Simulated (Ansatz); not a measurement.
Species, as SMILES: [Cl][Ge] (Cl-Ge), doublet.
Atoms: Ge1, Cl2. Bonds: Ge1-Cl2.

Basis-set convergence of the highest harmonic wavenumber at HF with Ansatz (a first-principles code). Each level at its own minimum, finite differences of forces, unscaled; the reference is a large set that could be run, not a limit. Cartesian d functions, on some or all atoms, in 3-21G; all else is spherical. The program fits the integrals of some runs and decomposes those of others, by size. Open shells are unrestricted. No added dispersion term, no relativity. Reference: the value in pcseg-3, 400 cm⁻¹. Deviations are taken from unrounded values.

| basis | functions | highest harmonic wavenumber (cm⁻¹) | minus reference (cm⁻¹) |
|---|---|---|---|
| STO-3G | 27 | 454 | 54 |
| 3-21G | 36 | 369 | -30 |
| pcseg-1 | 45 | 384 | -15 |
| cc-pV(D+d)Z | 50 | 396 | -3 |
| aug-pcseg-1 | 63 | 385 | -15 |
| aug-cc-pV(D+d)Z | 68 | 389 | -11 |
| aug-cc-pV(T+d)Z | 114 | 399 | -1 |
| cc-pV(Q+d)Z | 132 | 399 | 0 |
| pcseg-3 | 132 | 400 | 0 |

The smallest set listed that lies within 20 cm⁻¹ of the reference with all its larger relatives (same family, alike in diffuse functions; a set with none counts only in the reference's own line) is pcseg-1 (45 functions, -15 cm⁻¹ off). (Relatives not listed, tested too: pcseg-2 -3, cc-pV(T+d)Z 1, aug-pcseg-2 -2 cm⁻¹.)
